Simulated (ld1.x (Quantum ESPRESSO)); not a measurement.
Pseudopotential generation for erbium: TM, PW91, scalar-relativistic.

Input for ld1.x (Quantum ESPRESSO) 7.5:

```
&input
   title='Er', zed=68., rel=1, dft='PW91', iswitch=3,
   config='[Xe] 4f11 5d1 6s2 6p0',
   nld=4, rlderiv=3.05, eminld=-6.0, emaxld=5.0, deld=0.02
 /
 &inputp
   pseudotype=2, tm=.true., lloc=0,
   nlcc=.true., new_core_ps=.true.,
   file_pseudopw='Er.UPF', file_wfcaegen='ae.wfc', file_wfcncgen='nc.wfc', file_beta='beta', file_chi='chi'
 /
4
5P  2  1   6.00   0.00  2.30  2.30  0.0
5D  3  2   1.00   0.00  2.80  2.80  0.0
4F  4  3  11.00   0.00  1.25  1.25  0.0
5S  1  0   2.00   0.00  2.05  2.05  0.0
 &test
   configts(1)='4f11 5s2 5p6 5d1 6s2 6p0'
 /
```

Command:

```bash
ld1.x < Er.in > Er.out
```

Resulting log (shortened: banner, matrices, multipoles, cross overlaps and the repeated all-electron block are left out):

```
[... start of the log left out ...]

      Wfc   5P  rcut= 2.294  Using Troullier-Martins method

      Wfc   5D  rcut= 2.802  Using Troullier-Martins method

      Wfc   4F  rcut= 1.259  Using Troullier-Martins method

     ------------------- End of pseudopotential generation -------------------

     Computing logarithmic derivative in   3.03971

       Warning: n=4, l=3 expected 0 nodes, found 1
       Setting wfc to zero for this iteration
       (This warning will only be printed once per wavefunction)

       Warning: n=2, l=1 expected 0 nodes, found 1
       Setting wfc to zero for this iteration
       (This warning will only be printed once per wavefunction)

       Warning: n=1, l=0 expected 0 nodes, found 1
       Setting wfc to zero for this iteration
       (This warning will only be printed once per wavefunction)

       Warning: n=3, l=2 expected 0 nodes, found 1
       Setting wfc to zero for this iteration
       (This warning will only be printed once per wavefunction)

     [... 2 repeated lines left out ...]
       (This warning will only be printed once per wavefunction)

 %%%%%%%%%%%%%%%%%%%%%%%%%%%%%%%%%%%%%%%%%%%%%%%%%%%%%%%%%%%%%%%%%%%%%%%%%%%%%%
     Error in routine run_pseudo (1):
     Errors in PS-KS equation
 %%%%%%%%%%%%%%%%%%%%%%%%%%%%%%%%%%%%%%%%%%%%%%%%%%%%%%%%%%%%%%%%%%%%%%%%%%%%%%

     stopping ...
```

The run stopped because the pseudo-atom solver did not find the valence states with the expected number of nodes, which is the usual sign of a ghost state.

The run took about 1.2 s on one core of a shared server CPU.
